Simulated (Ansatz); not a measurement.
Process, species as SMILES: [N]=C=O → C atom + N atom + O atom
B3LYP-D3(BJ)/def2-TZVP geometries, fixed; electronic energies without zero-point terms.

Basis-set convergence of the atomisation energy at PBE with Ansatz (a quantum-chemistry and plane-wave program). Cartesian d functions, on some or all atoms, in 6-31G**, 6-31+G*; all else is spherical. The program fits the integrals of some runs and decomposes those of others, by size. Open shells are unrestricted. No added dispersion term, no relativity. Functions are those of the species that has most. Reference: the value in aug-pcseg-3, 349.95 kcal/mol, itself unsure by roughly 0.23 kcal/mol (its mean distance from aug-cc-pVQZ, cc-pV5Z, def2-QZVPPD).

```tsv
basis	functions	atomisation energy (kcal/mol)
STO-3G	15	325.83
6-31G	27	312.56
pcseg-0	27	311.00
pcseg-1	42	344.69
6-31G**	45	347.71
6-31+G*	57	___
6-311+G**	66	___
aug-pcseg-1	69	346.70
pcseg-2	90	349.58
def2-TZVPP	93	349.77
def2-TZVPPD	114	349.49
6-311++G(3df,3pd)	117	___
jun-cc-pV(T+d)Z	117	___
aug-pcseg-2	138	349.76
cc-pVQZ	165	350.87
def2-QZVPP	171	349.65
pcseg-3	180	349.93
aug-cc-pVQZ	240	350.07
```

**Question.** Some entries are withheld; supply them.

**Answer.** 
- 6-31+G*, atomisation energy (kcal/mol): 341.87
- 6-311+G**, atomisation energy (kcal/mol): 345.13
- 6-311++G(3df,3pd), atomisation energy (kcal/mol): 351.22
- jun-cc-pV(T+d)Z, atomisation energy (kcal/mol): 348.49
